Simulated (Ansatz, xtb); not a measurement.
**CHFSSe: 7 structures ranked**

7 gas-phase structures of CHFSSe, found in a search over its isomers (lower ones may exist). Each was relaxed with GFN2-xTB:

A. `FSC=[Se]`, a singlet
B. `F[C@@H]1S[Se]1`, a singlet
C. `F[Se]C=S`, a singlet
D. `FC=S=[Se]`, a singlet
E. `FC(S)=[Se]`, a singlet
F. `FC=[Se]=S`, a singlet
G. `FC(=S)[SeH]`, a singlet

Task: Make a reasoned guess at their ranking by r2SCAN-D4/def2-SVP single-point energy.

Result: Calculated order at r2SCAN-D4/def2-SVP: G (0.0), E (7.7), B (33.1), D (63.1), C (73.8), A (93.5), F (100.2) kJ/mol.

Energies above the lowest of each column, in kJ/mol; the last columns are at B3LYP/6-31G* geometries and were run for some of them only (a dash: not run or not comparable):

```csv
structure,GFN2-xTB,HF/STO-3G,r2SCAN-D4/def2-SVP,B3LYP/6-31G*,CCSD(T)/def2-TZVP
G,68.3,53.3,0.0,0.0,0.0
E,56.6,25.6,7.7,11.0,7.1
B,0.0,0.0,33.1,15.6,2.0
D,43.5,196.2,63.1,54.7,–
C,58.0,171.8,73.8,49.1,–
A,81.1,144.0,93.5,–,–
F,64.0,318.2,100.2,–,–
```

CCSD(T)/def2-TZVP has B and G within 1 kcal/mol of each other at the bottom, and every level picks one of them. CCSD(T)/def2-TZVP orders those it was run on as G (0.0), B (2.0), E (7.1) kJ/mol. Less than 1 kcal/mol parts G and B, so the order within that pair means little. Flexible structures stand in one conformer each, not always the lowest. Frequencies (B3LYP/6-31G*) were run for B, E, G alone.

Over these structures GFN2-xTB departs from r2SCAN-D4/def2-SVP by 33.5 kJ/mol on average once a common shift is removed. A GFN2-xTB relaxation took about 0.066 s and the r2SCAN-D4/def2-SVP energy about 1.9 s on a shared host (Ansatz 0.2.0, xtb 6.7.1 (Pople sets with spherical d functions)).
